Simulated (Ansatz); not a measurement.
C$_{3}$H$_{6}$O$_{2}$Si, SMILES `C=C=C(O)[SiH2]O` at its PBE0-D4/def2-TZVP geometry, where that method's forces vanish. Charge 0, multiplicity 1.

| atom | x (Å) | y (Å) | z (Å) |
| --- | --- | --- | --- |
| C1 | -0.276 | -2.424 | 0.468 |
| C2 | -0.422 | -1.166 | 0.162 |
| C3 | -0.510 | 0.105 | -0.127 |
| O4 | -1.590 | 0.703 | -0.738 |
| Si5 | 0.877 | 1.283 | 0.313 |
| O6 | 1.444 | 2.071 | -1.015 |
| H7 | -0.585 | -2.813 | 1.434 |
| H8 | 0.160 | -3.131 | -0.232 |
| H9 | -2.258 | 0.034 | -0.922 |
| H10 | 0.348 | 2.253 | 1.311 |
| H11 | 2.001 | 0.501 | 0.867 |
| H12 | 0.812 | 2.584 | -1.521 |

(1) For each bond, give half the difference of the two atoms' forces along it (eV/Å; positive pushes the atoms apart) under PBE-D4, r2SCAN-D4, B3LYP-D4, ωB97M-V in def2-TZVPP. (An estimate is asked.)

Results:

(1) The calculation gave: 
```
   bond  length (Å)  PBE-D4  r2SCAN-D4  B3LYP-D4  ωB97M-V
  C1–C2       1.303    0.13       0.03      0.06     0.11
  C1–H7       1.087    0.05      -0.03     -0.05    -0.11
  C1–H8       1.087    0.05      -0.03     -0.05    -0.11
  C2–C3       1.306    0.09      -0.01     -0.13    -0.07
  C3–O4       1.377    0.30       0.34      0.38     0.31
 C3–Si5       1.872   -0.22      -0.13     -0.05    -0.07
  O4–H9       0.964    0.41       0.02     -0.05    -0.14
 Si5–O6       1.645    0.34       0.05      0.15     0.15
Si5–H10       1.489    0.02      -0.02     -0.11    -0.16
Si5–H11       1.477    0.05      -0.02     -0.12    -0.15
 O6–H12       0.959    0.33       0.01     -0.01    -0.06
```

B3LYP here is the variant with VWN-RPA as its local correlation; programs differ in this.

All numbers were calculated with Ansatz.
